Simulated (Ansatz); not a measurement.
Consider the ligand exchange at the Si–O bond: `O[SiH2][SeH]` + H₂Se → `[SeH][SiH2][SeH]` + H₂O.

Computed with Ansatz on PBE0-D4/def2-TZVP structures; ΔE is electronic, products minus reactants. CCSD(T)/CBS adds triple-zeta CCSD(T) − MP2 to the extrapolated MP2 energy (def2 sets, frozen cores). This one scheme is used for every species. Functionals use def2-TZVPP. B3LYP here is the variant with VWN-RPA as its local correlation; programs differ in this. HSE06 is defined as in plane-wave codes. For Se outer-core shells are correlated without core-valence functions, which leaves a few kJ/mol of doubt a bond. Scalar relativity is left out up to krypton. Each species was taken in one conformer, which may not be the lowest.

`O[SiH2][SeH]`:

Z-matrix (Å, degrees):
```
Si
Se 1 2.282
O 1 1.641 2 113.4
H 1 1.477 2 107.8 3 116.2
H 1 1.484 2 106.6 3 -123.6
H 2 1.468 1 92.5 3 97.5
H 3 0.959 1 117.7 2 -46.2
```

H₂Se:

```xyz
3

Se    0.117    0.417   -0.530
H     0.972   -0.268    0.445
H    -1.089   -0.149    0.085
```

`[SeH][SiH2][SeH]`:

Z-matrix (Å, degrees):
```
Si
Se 1 2.274
Se 1 2.274 2 114.3
H 1 1.483 2 112.6 3 117.8
H 1 1.483 2 103.5 3 -122.8
H 2 1.469 1 92.9 3 -55.4
H 3 1.469 1 92.9 2 -55.5
```

H₂O:

Z-matrix (Å, degrees):
```
O
H 1 0.960
H 1 0.960 2 105.1
```

```csv
level,ΔE (kJ/mol),difference from CCSD(T)/CBS
LDA (SPW92),27.4,2.7
PBE-D4,19.0,-5.7
revPBE-D4,17.5,-7.2
r2SCAN-D4,29.5,4.8
B97M-V,35.8,11.1
PBE0-D4,20.0,-4.7
B3LYP-D4,31.4,6.7
r2SCANh-D4,28.9,4.2
r2SCAN0-D4,28.1,3.4
HSE06-D4,19.6,-5.1
BHLYP-D4,33.4,8.7
CAM-B3LYP-D4,39.6,14.9
ωB97X-V,32.6,7.9
ωB97M-V,32.5,7.8
B2PLYP,35.4,10.7
PBE-QIDH,25.1,0.4
PBE,22.9,-1.8
BLYP,38.2,13.5
r2SCAN,30.3,5.6
PBE0,23.5,-1.2
B3LYP,38.0,13.3
r2SCANh,29.8,5.1
HSE06,23.1,-1.6
BHLYP,41.3,16.6
CAM-B3LYP,43.6,18.9
LC-ωPBE,30.9,6.2
RPA@PBE/def2-TZVPP,33.7,9.0
HF/def2-SVP,38.9,14.2
MP2/def2-SVP,28.2,3.5
CCSD/def2-SVP,32.7,8.0
CCSD(T)/def2-SVP,31.2,6.5
MP2/def2-TZVPP,26.5,1.8
SCS-MP2/def2-TZVPP,32.8,8.1
CCSD/def2-TZVPP,33.7,9.0
CCSD(T)/def2-TZVPP,31.1,6.4
HF/def2-QZVPP,47.5,22.8
MP2/def2-QZVPP,23.2,-1.5
SCS-MP2/def2-QZVPP,29.8,5.1
MP2/CBS(def2),20.1,-4.6
CCSD/CBS(def2),27.3,2.6
CCSD(T)/CBS,24.7,0
```

(1) What do rigid-rotor, harmonic-oscillator terms from PBE0-D4/def2-TZVP frequencies (298.15 K, 1 bar) make of the CCSD(T)/CBS value? (Best estimate.)

Largest T1 diagnostic among the species: 0.010.

## Answers

(1) Computed: ΔZPE = +5.9 kJ/mol, ΔH = +31.9 kJ/mol, ΔS = -12 J/(mol·K), ΔG = +35.4 kJ/mol.

The D4 term adds −6.6 kJ/mol with B3LYP and −3.6 kJ/mol with PBE0; it sums over pairs of atoms, weighted by their polarisabilities, and B3LYP, whose exchange is more repulsive, gets the larger term. Leaving LDA and LC-ωPBE aside and taking each functional with its dispersion term where it has one, the values spread over 22.1 kJ/mol, from revPBE-D4 to CAM-B3LYP-D4. LDA lies +4.5 kJ/mol from PBE without D4.
